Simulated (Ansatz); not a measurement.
All numbers were calculated with Ansatz.

Basis-set series for `[NH][SiH](O)Cl` radical. Total charge 0; spin multiplicity 2. The geometry is a stationary point of PBE0-D4/def2-TZVP. It is one conformer, not always the lowest.

```json
{"functional": "PBE0-D4", "basis": "def2-SVP", "functions": "79", "energy (Eh)": "-880.76694", "HOMO (eV)": "-8.08", "LUMO (eV)": "-3.52"}
{"functional": "PBE0-D4", "basis": "def2-TZVPP", "functions": "188", "energy (Eh)": "-881.20324", "HOMO (eV)": "-8.35", "LUMO (eV)": "-3.77"}
{"functional": "ωB97M-V", "basis": "def2-SVP", "functions": "79", "energy (Eh)": "-881.09314", "HOMO (eV)": "-10.39", "LUMO (eV)": "-1.34"}
{"functional": "ωB97M-V", "basis": "def2-TZVPP", "functions": "188", "energy (Eh)": "-881.53243", "HOMO (eV)": "-10.69", "LUMO (eV)": "-1.70"}
```

Question: Give the rows for def2-QZVPP. (Estimate.)

Answer: The calculation gave: 
| functional | basis | functions | energy (Eh) | HOMO (eV) | LUMO (eV) |
| --- | --- | --- | --- | --- | --- |
| PBE0-D4 | def2-QZVPP | 344 | -881.23495 | -8.41 | -3.84 |
| ωB97M-V | def2-QZVPP | 344 | -881.56235 | -10.74 | -1.79 |

HOMO and LUMO are taken over both spins.
